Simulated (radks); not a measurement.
Values are calculated unless marked as measured or tabulated.
Rb+, 36 electrons, occupied as [Ar] 3d10 4s2 4p5.75 5s0.25 (fractional occupations, a model configuration). Code: a radial shooting solver on a logarithmic mesh with Libxc functionals. Model: scalar-relativistic Kohn-Sham, PBE, spin-polarised, spherical densities, finite nucleus; open shells are filled with parallel spins first (spin-orbit coupling, left out, can overturn this in heavy ions); Fermi nuclear charge, rms radius 4.2036 fm.

Unscreened Slater integrals over Kohn-Sham orbitals (hartree). They are taken over the spin-up orbitals. Empty in this configuration: 4d.

F0(5s,5s): 0.20879
F0(5s,4p): 0.26258
G1(5s,4p): 0.020625
F0(5s,4s): 0.26669
G0(5s,4s): 0.011727
F0(5s,3d): 0.28219
G2(5s,3d): 0.0058645
F0(5s,4d): 0.22505
G2(5s,4d): 0.087351
F0(4p,4p): 0.53174
F2(4p,4p): 0.27769
F0(4p,4s): 0.57143
G1(4p,4s): 0.38059
F0(4p,3d): 0.69474
F2(4p,3d): 0.14489
G1(4p,3d): 0.047038
G3(4p,3d): 0.044013
F0(4p,4d): 0.33065
F2(4p,4d): 0.12779
G1(4p,4d): 0.13930
G3(4p,4d): 0.082405
F0(4s,4s): 0.62249
F0(4s,3d): 0.79558
G2(4s,3d): 0.065591
F0(4s,4d): 0.33977
G2(4s,4d): 0.082845
F0(3d,3d): 1.7426
F2(3d,3d): 0.84206
F4(3d,3d): 0.53142
F0(3d,4d): 0.36354
F2(3d,4d): 0.035893
F4(3d,4d): 0.012979
G0(3d,4d): 0.010549
G2(3d,4d): 0.010992
G4(3d,4d): 0.0080473
F0(4d,4d): 0.25622
F2(4d,4d): 0.12057
F4(4d,4d): 0.075752

Derived for the open shells (J is the average intra-shell exchange parameter used in DFT+U). 4p: J = F2/5 = 0.05554 hartree.
